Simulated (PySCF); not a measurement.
Levels along the 29-electron series

One electron added to the closed shell [Ar] 3d10: EOM-EA-CCSD calculated with PySCF 2.14, two-component X2C-1e with screened spin-orbit coupling, each ion in its own even-tempered basis, [Ar] frozen, the virtual space cut to natural spinors and corrected at second order; no Breit or QED terms. Binding energy of 4s1/2 and energies of the other levels above it, in eV.

| ion | 4s1/2 binding | 4p1/2 − 4s1/2 | 4p3/2 − 4s1/2 | NIST ionisation energy |
| --- | --- | --- | --- | --- |
| Zr¹¹⁺ | 235.87 | 25.325 | 28.160 | 236.25 |
| Nb¹²⁺ | 268.11 | 27.213 | 30.590 | 268.59 |
| Mo¹³⁺ | 302.20 | 29.103 | 33.090 | 302.60 |
| Tc¹⁴⁺ | 338.15 | 31.006 | 35.675 | 338.55 ± 0.17 (s) |
| Ru¹⁵⁺ | 375.98 | 32.948 | 38.377 | 376.25 ± 0.1 |
| Rh¹⁶⁺ | 415.66 | 34.893 | 41.168 | 415.97 ± 0.14 (s) |
| Pd¹⁷⁺ | 457.19 | 36.848 | 44.058 | 457.5 ± 0.15 (s) |
| Ag¹⁸⁺ | 500.62 | 38.842 | 47.087 | 500.87 ± 0.16 (s) |
| Cd¹⁹⁺ | 545.91 | 40.843 | 50.225 | 546.19 ± 0.17 (s) |
| In²⁰⁺ | 593.09 | 42.921 | 53.578 | 593.38 ± 0.2 (s) |

Each ion has its own basis, which adds noise of up to about 0.1 % of the binding energies along the series.

The 4p interval goes from 2.836 to 10.66 eV, as Z to the power 6.52; a hydrogen-like ion gives 4, and the power is higher where the screened charge Z − σ still grows faster than Z or where Zα is large.

NIST values marked (s) are semi-empirical, (t) theoretical.
